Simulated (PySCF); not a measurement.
Fe²⁺ (iron, charge +2) across methods

[Ar] 3d6, high-spin 5D determinant. All numbers are calculated (PySCF 2.14, the non-relativistic Hamiltonian (point nucleus), in dyall-av2z).

```json
{"method": "PBE", "E (hartree)": "-1262.528", "mean ε 3p β (eV)": "-75.170", "mean ε 3d α (eV)": "-27.351", "mean ε 3d β (eV)": "-23.798", "Σ⟨r²⟩ (bohr²)": "16.33", "⟨S²⟩": "6.001"}
{"method": "r2SCAN0", "E (hartree)": "-1262.750", "mean ε 3p β (eV)": "-79.004", "mean ε 3d α (eV)": "-30.177", "mean ε 3d β (eV)": "-25.919", "Σ⟨r²⟩ (bohr²)": "16.03", "⟨S²⟩": "6.002"}
{"method": "PBEsol", "E (hartree)": "-1261.363", "mean ε 3p β (eV)": "-75.067", "mean ε 3d α (eV)": "-27.336", "mean ε 3d β (eV)": "-23.613", "Σ⟨r²⟩ (bohr²)": "16.31", "⟨S²⟩": "6.001"}
{"method": "r2SCAN", "E (hartree)": "-1262.760", "mean ε 3p β (eV)": "-75.963", "mean ε 3d α (eV)": "-27.686", "mean ε 3d β (eV)": "-23.768", "Σ⟨r²⟩ (bohr²)": "16.14", "⟨S²⟩": "6.002"}
{"method": "PBE0", "E (hartree)": "-1262.573", "mean ε 3p β (eV)": "-78.467", "mean ε 3d α (eV)": "-29.887", "mean ε 3d β (eV)": "-25.900", "Σ⟨r²⟩ (bohr²)": "16.14", "⟨S²⟩": "6.002"}
{"method": "revPBE", "E (hartree)": "-1262.678", "mean ε 3p β (eV)": "-75.098", "mean ε 3d α (eV)": "-27.267", "mean ε 3d β (eV)": "-23.735", "Σ⟨r²⟩ (bohr²)": "16.31", "⟨S²⟩": "6.001"}
{"method": "LDA", "E (hartree)": "-1260.290", "mean ε 3p β (eV)": "-75.334", "mean ε 3d α (eV)": "-27.600", "mean ε 3d β (eV)": "-23.787", "Σ⟨r²⟩ (bohr²)": "16.34", "⟨S²⟩": "6.001"}
{"method": "M06", "E (hartree)": "-1262.731", "mean ε 3p β (eV)": "-78.586", "mean ε 3d α (eV)": "-29.810", "mean ε 3d β (eV)": "-25.169", "Σ⟨r²⟩ (bohr²)": "16.07", "⟨S²⟩": "6.005"}
```

Q: Estimate the same row for UHF.

A: E (hartree) = -1261.64682; mean ε 3p β (eV) = -86.950; mean ε 3d α (eV) = -36.859; mean ε 3d β (eV) = -31.193; Σ⟨r²⟩ (bohr²) = 15.82; ⟨S²⟩ = 6.004.
